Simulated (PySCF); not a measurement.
Spinor energies of Au (gold, neutral)

Start: [Xe] 4f14 5d10 6s1; 6s1/2 filled at m_j = +1/2. Calculated with PySCF 2.14 in x2c-TZVPall-2c (11s11p10d2f, 108 functions): generalised Hartree-Fock with the X2C-1e Hamiltonian and a Gaussian nucleus; one run each with spin-orbit coupling (SO) switched off, then screened by Boettger's factors.

| spinor shell | electrons | ε, spin-free (eV) | ε, screened SO (eV) | weight of nominal j (screened SO) | rms radius, screened SO (bohr) |
| --- | --- | --- | --- | --- | --- |
| 1s1/2 | 2 | -81176.7 | -81145.6 | 1.000 | 0.0190 |
| 2s1/2 | 2 | -14475.0 | -14465.2 | 1.000 | 0.0768 |
| 2p1/2 | 2 | -12525.8 | -13847.7 | 1.000 | 0.0651 |
| 2p3/2 | 4 | -12525.8 | -12006.6 | 1.000 | 0.0731 |
| 3s1/2 | 2 | -3485.0 | -3481.8 | 1.000 | 0.196 |
| 3p1/2 | 2 | -2910.7 | -3205.1 | 1.000 | 0.188 |
| 3p3/2 | 4 | -2910.7 | -2792.7 | 1.000 | 0.204 |
| 3d3/2 | 4 | -2287.2 | -2338.6 | 1.000 | 0.179 |
| 3d5/2 | 6 | -2287.2 | -2250.5 | 1.000 | 0.183 |
| 4s1/2 | 2 | -792.97 | -792.03 | 1.000 | 0.433 |
| 4p1/2 | 2 | -601.43 | -672.89 | 1.000 | 0.438 |
| 4p3/2 | 4 | -601.43 | -572.68 | 1.000 | 0.471 |
| 4d3/2 | 4 | -366.31 | -377.48 | 1.000 | 0.485 |
| 4d5/2 | 6 | -366.31 | -358.25 | 1.000 | 0.497 |
| 5s1/2 | 2 | -127.47 | -127.38 | 1.000 | 1.000 |
| 4f5/2 | 6 | -103.40 | -105.19 | 1.000 | 0.544 |
| 4f7/2 | 8 | -103.40 | -101.41 | 1.000 | 0.546 |
| 5p1/2 | 2 | -74.437 | -86.790 | 1.000 | 1.09 |
| 5p3/2 | 4 | -74.437 | -69.593 | 1.000 | 1.19 |
| 5d3/2 | 4 | -12.400 | -13.553 | 0.997 | 1.68 |
| 5d5/2 | 6 | -12.400 | -11.687 | 0.998 | 1.78 |
| 6s1/2 | 1 | -7.972 | -8.005 | 1.000 | 3.30 |

```json
{"quantity": "E (hartree)", "spin-free": "-18997.40601", "screened SO": "-19026.84340"}
{"quantity": "M_J", "spin-free": "1/2", "screened SO": "1/2"}
{"quantity": "⟨J²⟩", "spin-free": "0.753", "screened SO": "0.753"}
{"quantity": "⟨L²⟩", "spin-free": "0.000", "screened SO": "0.182"}
{"quantity": "⟨S²⟩", "spin-free": "0.753", "screened SO": "0.936"}
```

Breit and QED terms are absent; they matter most for the inner s and p1/2 levels.

Densities and radii are taken from the X2C orbitals without a picture-change correction, which distorts them close to the nucleus.

Without spin-orbit coupling the j labels of p, d and f shells carry no meaning; the spin-free column gives the mean over the occupied spinors of each nl shell.
